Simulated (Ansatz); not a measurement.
Cl$_{2}$F$_{2}$Si, SMILES `F[Si](F)(Cl)Cl`, relaxed with RKS PBE0-D4/def2-TZVP in the Gaussian-basis code of Ansatz from a PBE-D4/def2-SVP geometry. The force threshold is 0.005 eV/Å; the program also tests the step.

Charge 0, multiplicity 1.

Start:

```xyz
5

F    -0.512    0.939   -1.269
Si   -0.019    0.073    0.001
F     0.008    1.054    1.282
Cl   -1.337   -1.440    0.339
Cl    1.860   -0.625   -0.353
```

(1) How much energy does the relaxation release, and in how many steps? (Best estimate.)

(2) Which bonds change most? (Estimate.)

(3) Give the relaxed structure. (Best estimate.)

## Answers

(1) Computed: 8.64 kJ/mol, in 4 steps.

(2) The calculation gave: F1–Si2 from 1.614 to 1.571 Å; Si2–F3 from 1.614 to 1.571 Å; Si2–Cl5 from 2.035 to 2.007 Å; Si2–Cl4 from 2.035 to 2.007 Å.

(3) Computed: 
```xyz
5

F    -0.501    0.920   -1.234
Si   -0.019    0.077    0.001
F     0.007    1.031    1.248
Cl   -1.320   -1.416    0.333
Cl    1.833   -0.612   -0.347
```
